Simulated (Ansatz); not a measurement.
Calculated with Ansatz (gas phase, PBE0-D4/def2-TZVP geometries, no zero-point term in ΔE). CCSD(T)/CBS is the MP2 limit (def2-TZVPP, def2-QZVPP) plus CCSD(T) − MP2 in def2-TZVPP, frozen cores. DFT in def2-TZVPP. def2 core potentials past Kr. For Sn outer-core shells are correlated without core-valence functions, which leaves a few kJ/mol of doubt a bond. Each species was taken in one conformer, which may not be the lowest.

Consider the redistribution: `[CH3][Sn]([F])([F])[SH]` + `FC([SiH3])Cl` → `[CH3][Sn]([F])([F])[Cl]` + `FC([SiH3])S`.

`[CH3][Sn]([F])([F])[SH]`:

```xyz
9

C     1.462    0.205   -0.611
Sn   -0.543    0.010    0.016
F    -1.440    1.691   -0.145
F    -1.522   -1.037   -1.249
S    -1.005   -0.851    2.174
H     1.457    0.597   -1.627
H     1.981    0.894    0.054
H     1.942   -0.772   -0.589
H    -2.331   -0.737    1.977
```

`FC([SiH3])Cl`:

```xyz
8

F    -0.328   -1.689   -0.864
C    -0.719   -0.589   -0.147
Si    0.779    0.516    0.269
Cl   -1.881    0.356   -1.111
H    -1.272   -0.940    0.727
H     1.755   -0.288    1.049
H     0.289    1.655    1.081
H     1.376    0.980   -1.004
```

`[CH3][Sn]([F])([F])[Cl]`:

Cartesian coordinates in Å:
```
C 0.828 -0.338 -0.844
Sn -0.579 0.221 0.620
F -1.656 -1.253 1.158
F 0.267 0.757 2.238
Cl -2.038 1.907 0.079
H 1.447 -1.133 -0.433
H 0.294 -0.690 -1.725
H 1.437 0.529 -1.092
```

`FC([SiH3])S`:

```xyz
9

F     0.285    1.285   -1.422
C    -0.205    0.865   -0.190
Si    0.788   -0.635    0.423
S    -1.961    0.527   -0.242
H    -0.109    1.708    0.503
H     0.421   -0.893    1.836
H     2.243   -0.361    0.313
H     0.422   -1.799   -0.425
H    -1.885   -0.696   -0.796
```

Question: Is it downhill or uphill in electronic energy at CCSD(T)/CBS, and by how much? (An estimate is asked.)

Answer: Computed: Downhill: ΔE = -10.2 kcal/mol.

Question: What do these levels give: PBE-D4, r2SCAN0-D4, CAM-B3LYP-D4, CCSD/def2-SVP, CCSD/def2-TZVPP, MP2/def2-QZVPP? (An estimate is asked.)

Answer: Computed: PBE-D4 -9.4, r2SCAN0-D4 -10.3, CAM-B3LYP-D4 -10.3, CCSD/def2-SVP -10.0, CCSD/def2-TZVPP -10.0, MP2/def2-QZVPP -10.4 kcal/mol.

Largest T1 diagnostic among the species: 0.013.

Leaving LDA and LC-ωPBE aside and taking each functional with its dispersion term where it has one, the values, not all of them listed here, spread over 2.0 kcal/mol, from B97M-V to PBE-D4. From BLYP to BHLYP (50 % exact exchange), in def2-TZVPP and without D4, ΔE moves by −1.2 kcal/mol.
